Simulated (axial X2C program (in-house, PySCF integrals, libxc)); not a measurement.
Nuclear properties of FAsF

Computed with an axial X2C code built on PySCF integrals: two-component X2C with atomic mean-field Coulomb and Gaunt terms, Gaussian nuclei, basis F dyall-av3z, As dyall-v3z with contracted cores.

F–As–F held linear, with bonds 1.823 and 1.823 Å (near the PBE0 minimum at charge 0 of the determinant lowest at the starting distance; the state shown can have its own minimum elsewhere, held linear; other orders of the atoms were not compared).

Input and command:
```json
{"zs": [9, 33, 9], "q": 0, "bas": ["dyall-av3z", "dyall-v3z", "dyall-av3z"], "r0": [1.85, 1.85], "symm": 1, "scan": ["PBE0", "HF", "LDA"], "levels": ["PBE0", "HF", "TPSSh"], "nst": 2}
```
```bash
python solin.py task.json out
```

Keys: zs atomic numbers; q charge; bas basis sets; r0 starting distance in Å; symm equal bonds; scan levels of the two-bond scan; levels methods; nst determinants followed.

Determinant lowest in the PBE0 search, Ω = 1/2 (⟨Sz⟩ = -0.50, ⟨Lz⟩ = 1.00 at PBE0), spin on the atoms F -0.01, As -0.48, F -0.01:

```
level  A∥/gI F (MHz)  qzz F (a.u.)  A∥/gI As (MHz)  qzz As (a.u.)
 PBE0            194          0.37            2320           0.11
   HF            150          0.48            2500           0.45
TPSSh            204          0.32            2250           0.24
```

Determinant 0.18 eV from it at PBE0 and this distance, Ω = 3/2 (⟨Sz⟩ = 0.50, ⟨Lz⟩ = 1.00 at PBE0), spin on the atoms F 0.01, As 0.49, F 0.01:

```tsv
level	A∥/gI F (MHz)	qzz F (a.u.)	A∥/gI As (MHz)	qzz As (a.u.)
PBE0	47.4	0.36	272	-0.06
HF	37	0.48	278	0.25
TPSSh	49.8	0.31	266	0.08
```

A∥ (defined per Ω) follows by multiplying with gI = μI/(I μN); qzz is the electric field gradient, eQq0 = 234.96 MHz × Q/barn × qzz. The operators were transformed with the bare-nucleus X2C matrices; with these basis sets, hyperfine constants and field gradients can be off by tens of per cent, and where levels differ in sign neither size nor sign is settled.

(1) With gI(19F) = 5.2577, gI(75As) = 0.9597 (g factors from the IAEA table of nuclear moments by Stone), turn the PBE0 values of the first state into constants in MHz.

The molecule was held linear; bending was not examined, so a bent shape may lie lower.

Each state is one determinant with collinear spin. Unrestricted Hartree–Fock can overshoot spin polarisation at the nuclei. The search compared states at one distance, so a state with another bond length can lie lower. Where a field gradient or hyperfine factor spreads by more than a factor of two over the levels, a constant derived from it is not to be relied on. PBE0 term energies can be off by some tenths of an eV.

Results:

(1) A∥(19F) = 194 × 5.2577 = 1020 MHz; A∥(75As) = 2320 × 0.9597 = 2230 MHz.
